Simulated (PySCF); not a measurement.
Work out the structure from these simulated measurements.

Formula: C6H8BNO2.

| Item | Value |
| --- | --- |
| Rotational structure | rotational constants A, B, C: 3.668, 0.770, 0.639 GHz [PBE0-D3(BJ)/def2-SVP] |
| UV, first state | lowest singlet excitation: 4.92 eV (252 nm, f = 0.004) [TDDFT CAM-B3LYP/def2-SVPD] |
| Valence photoelectron | vertical ionisation energy: 9.31 eV [ΔSCF CAM-B3LYP/def2-SVPD] |
| 13C NMR | chemical shifts (computed TMS as zero) by class: 158.6 (1 C), 154.6 (1 C), 141.5 (1 C), 139.3 (1 C), 133.5 (1 C), 20.5 (1 C) ppm [GIAO PBE0/pcSseg-1] |
| UV, strongest line | among the 10 lowest singlet transitions: S8 at 7.17 eV (173 nm, f = 0.644) [TDDFT CAM-B3LYP/def2-SVPD] |
| 1H NMR | chemical shifts (computed TMS as zero) by class: 8.56 (1 H), 7.96 (1 H), 7.62 (1 H), 5.85 (2 H), 2.36 (3 H) ppm [GIAO PBE0/pcSseg-1] |

Electronic properties: PySCF, gas phase, density fitting. Levels stand in brackets. Geometry: PBE0-D3(BJ)/def2-SVP, one conformer, isolated molecule. NMR classes are plain means over equivalent atoms (diastereotopic ones count apart unless rotation or inversion swaps them), as if these changed places fast.

**Question.** Give a SMILES that accounts for the data.

**Answer.** Numbering: `[CH3:1][c:2]1[cH:3][cH:4][c:5]([B:6]([OH:7])[OH:8])[n:9][cH:10]1`. 6 carbons fall into 6 classes; from least to most shielded: substituted aromatic carbon [C5] (158.6 ppm), aromatic CH next to a ring nitrogen [C10] (154.6 ppm), aromatic CH carbon [C3] (141.5 ppm), substituted aromatic carbon [C2] (139.3 ppm), aromatic CH carbon [C4] (133.5 ppm), benzylic-type carbon [C1] (20.5 ppm). Hydrogen classes from least to most shielded: 1 H on an aromatic CH next to a ring nitrogen, C10 (8.56 ppm), 1 H on an aromatic CH carbon, C4 (7.96 ppm), 1 H on an aromatic CH carbon, C3 (7.62 ppm), 2 H on 2 boron-bound oxygens, O7/O8 (5.85 ppm, a mean of values up to 3.6 ppm apart in this geometry), 3 H on a benzylic-type carbon, C1 (2.36 ppm). The first electron is taken from the HOMO, whose largest Löwdin shares are 0.20 on each of 2 atoms of one kind (substituted aromatic carbon), 0.17 on the aromatic CH next to a ring nitrogen and 0.14 on an aromatic CH carbon. By its constants the optimised geometry is an asymmetric top. Structure: `B(O)(c1ccc(C)cn1)O`. Computed isomers that give other values at the same levels: `c1ccn(B2OCCO2)c1` (lowest singlet excitation: 5.83 eV (213 nm, f = 0.079)); `Nc1ccccc1B(O)O` (rotational constant A: 2.254 GHz; this holds for the one conformer computed). The assignments are read from this structure; whether some other isomer fits the data as well wasn't checked.

Shape of the structure used: `[CH3:1][c:2]1[cH:3][cH:4][c:5]([B:6]([OH:7])[OH:8])[n:9][cH:10]1`: C4–C5–B6–O7 180°, H–O7–B6–C5 0°, H–O8–B6–C5 180°.
